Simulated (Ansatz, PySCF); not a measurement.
This Ansatz (a quantum-chemistry and plane-wave program) input computes a CAM-B3LYP/def2-TZVPD energy:

Ansatz 0.2 input:
```yaml
crystal:
  periodic: [false, false, false]
  atoms:
    - {symbol: F, position_ang: [-1.21273912, 0.27443435, -0.27944097]}
    - {symbol: B, position_ang: [-0.03125301, -0.00290499, -0.02162157]}
    - {symbol: O, position_ang: [1.13937715, -0.22012012, 0.31704327]}
    - {symbol: H, position_ang: [1.95589989, -0.69442324, 0.08673045]}
basis:
  gaussian:
    orbitals: def2-TZVPD
hamiltonian:
  xc: {name: CAM-B3LYP}
total_charge: 1
output: {forces: true}
```

Task: Write an input for the same energy in PySCF and say what it gives.

Result: 
```python
from pyscf import gto, scf, dft

mol = gto.M(
    atom='''
    F    -1.21273912    0.27443435   -0.27944097
    B    -0.03125301   -0.00290499   -0.02162157
    O     1.13937715   -0.22012012    0.31704327
    H     1.95589989   -0.69442324    0.08673045
    ''',
    basis='def2-tzvpd',
    charge=1,
    spin=0,
    verbose=4,
)

mf = dft.RKS(mol, xc='camb3lyp').density_fit(auxbasis='def2-universal-jkfit')
mf.grids.level = 3
mf.conv_tol = 1e-9
mf.max_cycle = 100
mf.max_memory = 1500
mf.kernel()
if not mf.converged:
    mf = mf.newton()
    mf.kernel(mf.make_rdm1())
mf.analyze()
```
It gives -200.29767 Eh, and Ansatz -200.29764 Eh, a difference of 0.03 mEh, from the treatment of integrals and grids.

It need not be the lowest isomer of its formula.
